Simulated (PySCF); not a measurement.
Question: Give a PBE0-D3(BJ)/def2-SVP geometry of InChI=1S/C2H6OSi2Te/c1-2-4-6-5-3/h1,3H,4-5H2.

Answer: 
```xyz
12
C2H6OSi2Te angstrom
C     -1.6004    2.0189   -0.3889
C     -1.5593    0.8117   -0.2272
Si    -1.4422   -1.0131   -0.0108
Te     0.4734   -1.8765   -1.3587
Si     2.0795   -0.5252    0.0492
O      1.2600    0.5818    0.9736
H     -1.6531    3.0833   -0.5388
H     -2.6736   -1.6404   -0.5657
H     -1.3053   -1.3147    1.4393
H      3.0482    0.0944   -0.9045
H      2.8046   -1.4016    1.0054
H      0.6055    1.1463    0.5391
```

Orientation and origin are arbitrary. Atoms count from 1 in this order. Te4 (tellurium bonded to 2 Si) is bent (angle 90.1°). Of the pairs four or more bonds apart, C2···H12 is among the closest relative to their van der Waals radii: 2.32 Å, 80 % of the sum of Bondi's values. Si3 (SiH2 silicon) is tetrahedral (angles from 106.7° to 112.7°). Si5 (oxygen-bound silicon) is distorted tetrahedral (angles from 106.0° to 113.5°).

Bonds between heavy atoms (Å): C1≡C2 1.219, C2–Si3 1.841, Si3–Te4 2.496, Te4–Si5 2.527, Si5–O6 1.659.

Computed with PBE0-D3(BJ)/def2-SVP geometry optimisation, gas phase, def2 core potentials past Kr in PySCF.

Point group: C1 (no symmetry element, even within 0.4 Å). No PBE0-D3(BJ)/def2-SVP frequencies stand behind this structure, so it isn't proved a minimum. One conformer, not necessarily the lowest (C2–Si3–Te4–Si5 63°, Si3–Te4–Si5–O6 -13°, Te4–Si5–O6–H -49°).
